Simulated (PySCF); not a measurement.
**Relaxation of singlet SeSF₄**

Level of theory: PBE0 in PySCF with Se def2-SVP, S def2-SVP, F def2-SVP; no relativity; density-fitted integrals. A (50,194) grid was used.

A hand-made trigonal bipyramidal (ligand arrangement 1) start, of C2v symmetry, held to at least that symmetry:

```xyz
6
charge 0 multiplicity 1, angstrom
Se    0.0800    0.1386    0.0000
S    -0.9249   -1.6022    0.0000
F     0.0800    0.1386    1.8000
F     0.0800    0.1386   -1.8000
F     1.8800    0.1387    0.0000
F    -0.8201    1.6974    0.0000
```

Optimiser trace:
```json
{"step": "0", "E − E(last) (kJ/mol)": "95.17", "largest gradient (Eh/bohr)": "0.04078"}
{"step": "1", "E − E(last) (kJ/mol)": "6.83", "largest gradient (Eh/bohr)": "0.01587"}
{"step": "2", "E − E(last) (kJ/mol)": "0.90", "largest gradient (Eh/bohr)": "0.00754"}
{"step": "3", "E − E(last) (kJ/mol)": "0.10", "largest gradient (Eh/bohr)": "0.00290"}
{"step": "4", "E − E(last) (kJ/mol)": "0.03", "largest gradient (Eh/bohr)": "0.00048"}
{"step": "5", "E − E(last) (kJ/mol)": "0.01", "largest gradient (Eh/bohr)": "0.00043"}
{"step": "6", "E − E(last) (kJ/mol)": "0.00", "largest gradient (Eh/bohr)": "0.00017"}
```

It ends at C2v with Se–F 1.716 Å (×2), Se–F 1.744 Å (×2), Se–S 2.010 Å; F–Se–F 85.0° (×4), F–Se–F 104.3°, F–Se–F 163.5°, F–Se–S 98.2° (×2), F–Se–S 127.8° (×2). The frequency run here used a shortcut that can spoil soft modes, so no verdict on minimum or saddle point is given.

Final geometry:
Z-matrix (Å, degrees; charge 0 multiplicity 1):
```
Se
S  1 2.0102
F  1 1.7440 2 98.24
F  1 1.7440 2 98.24 3 -180.00
F  1 1.7158 2 127.85 3 90.00
F  1 1.7158 2 127.85 3 -90.00
```
